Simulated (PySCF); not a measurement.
## Sb (antimony, neutral) across methods

[Kr] 4d10 5s1 5p3 6s1, high-spin 6S determinant (an excited configuration). Calculation: PySCF 2.14, in dyall-av2z (22s16p12d, 130 functions); no relativity, point nucleus.

```tsv
method	E (hartree)	mean ε 5s α (eV)	mean ε 5p α (eV)	mean ε 6s α (eV)	Σ⟨r²⟩ (bohr²)	⟨S²⟩
PBE0	-6315.22	-18.437	-9.983	-2.029	87.73	8.752
LDA	-6309.99	-16.613	-8.912	-1.795	87.21	8.751
r2SCAN0	-6315.65	-19.040	-10.312	-2.025	87.77	8.753
B3LYP	-6315.61	-17.896	-9.578	-1.879	87.70	8.751
UHF	-6313.14687	-23.643	-12.931	-2.844	89.03	8.753
PBE	-6315.03	-16.456	-8.810	-1.656	87.55	8.751
TPSSh	-6315.30	-17.371	-9.338	-1.759	87.92	8.752
```

(1) Estimate the same row for r2SCAN.

A non-relativistic calculation at this Z misses sizeable relativistic shifts. The outer electron is Rydberg-like, and this basis confines it to a smaller radius and binds it less than a complete one would.

Answers

(1) E (hartree) = -6315.60; mean ε 5s α (eV) = -17.307; mean ε 5p α (eV) = -9.287; mean ε 6s α (eV) = -1.657; Σ⟨r²⟩ (bohr²) = 87.87; ⟨S²⟩ = 8.753.
